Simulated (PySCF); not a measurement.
C5H14GaP.
SMILES with atom numbers: `[CH3:1][P+:2]([CH3:3])([GaH3-:4])[CH:5]1[CH2:6][CH2:7]1` (hydrogens: H8, H9, H10 on C1; H11, H12, H13 on C3; H14, H15, H16 on Ga4; H17 on C5; H18, H19 on C6; H20, H21 on C7)

Method: PBE0-D3(BJ)/def2-SVP geometry optimisation, gas phase (PySCF 2.14.0); density fitting, grid level 1; the optimiser is geomeTRIC in internal coordinates, started from a UFF structure with every atom displaced at random (about 0.03 Å).

Step 0: E = -67048.5034 eV
```
atom  x, y, z in Å  |  force x, y, z in eV/Å
C1      1.4425   -0.9508    1.5011   -2.248   5.844   1.527
P2      0.5834   -0.0779    0.0601    0.243  -0.940   0.532
C3      1.7210   -0.0397   -1.3347    2.297   0.184   2.216
Ga4     0.2675    2.1252    0.6505   -2.999   1.384   0.503
C5     -0.8515   -1.0850   -0.4727   -0.109   2.817   1.139
C6     -1.9454   -0.2852   -1.1763   -0.124  -1.112   0.821
C7     -2.1115   -0.7404    0.2761   -1.927  -0.215  -0.468
H8      2.3389   -0.2965    1.7655   -0.942  -0.961  -0.208
H9      1.6530   -1.8971    1.2751    1.278  -4.500  -0.959
H10     0.6616   -0.8994    2.3696    1.410  -0.090  -1.369
H11     2.6644    0.5159   -0.9773   -1.164  -0.770  -0.566
H12     1.3344    0.4709   -2.1627   -0.964   1.064  -1.475
H13     1.9744   -1.0406   -1.6115    0.485  -1.026  -0.443
H14     1.5000    2.8412    1.0952    1.483   0.175   0.279
H15    -0.8537    2.1174    1.9166    0.620  -0.307  -0.639
H16    -0.4828    2.9444   -0.5639    0.349  -0.624   0.150
H17    -0.7047   -2.0923   -0.7474    0.411  -1.447  -0.428
H18    -1.8038    0.8083   -1.2796   -0.094  -0.560  -0.504
H19    -2.5117   -0.9273   -1.8979    0.383   1.110   0.195
H20    -2.1805    0.1174    1.0240    0.371  -1.333  -0.665
H21    -2.8824   -1.5925    0.3607    1.241   1.307   0.361
```

Task: Estimate the geometry and energy of step 1. (The exact step hangs on the optimiser's Hessian estimate; all steps are aligned on step 0, rigid shifts and turns removed.)

Result: E = -67049.6602 eV, largest force 1.305 eV/Å
```
atom  x, y, z in Å  |  force x, y, z in eV/Å
C1      1.4017   -0.9033    1.4671   -0.495   0.210  -0.413
P2      0.5830   -0.0104    0.0913    0.304  -0.112   0.035
C3      1.7540   -0.0622   -1.3066   -0.005  -0.298  -0.006
Ga4     0.2196    2.2359    0.7005   -0.790   0.976   0.357
C5     -0.8605   -0.9809   -0.4019   -0.153  -0.348  -0.200
C6     -1.9885   -0.2918   -1.1529    0.379  -0.626   0.767
C7     -2.1964   -0.7851    0.2603    0.263   0.896  -0.584
H8      2.2901   -0.3267    1.7418    0.230  -0.077   0.047
H9      1.6311   -1.9459    1.2159    0.134  -0.053   0.023
H10     0.6963   -0.8582    2.3026   -0.041  -0.115   0.225
H11     2.6734    0.4520   -0.9983    0.043   0.077   0.033
H12     1.3276    0.4804   -2.1617   -0.040  -0.027   0.004
H13     2.0102   -1.0923   -1.6019   -0.063   0.026  -0.032
H14     1.6117    2.8461    1.1192    0.221  -0.246  -0.066
H15    -0.8323    2.1510    1.9101    0.138  -0.189  -0.068
H16    -0.4640    2.9239   -0.5659    0.121  -0.194  -0.105
H17    -0.6283   -2.0118   -0.6872    0.131  -0.045  -0.128
H18    -1.8505    0.7728   -1.3499   -0.252   0.084  -0.018
H19    -2.4761   -0.9090   -1.9052    0.029   0.202  -0.362
H20    -2.2360   -0.0208    1.0356   -0.199   0.001   0.227
H21    -2.8529   -1.6475    0.3576    0.047  -0.141   0.267
```

The energy changes by -1.1568 eV. The first-order estimate −F·Δx gives -2.2103 eV and the mean of the old and new forces, exact on a quadratic surface, -1.1714 eV. The step makes an angle of 60° with the force vector and moves no atom by more than 0.149 Å.

The cost below is that of the whole optimisation. Time: 1.7 min wall; peak memory 0.87 GiB. Hardware: one thread, Intel Xeon 6975P-C (x86_64) (shared host).
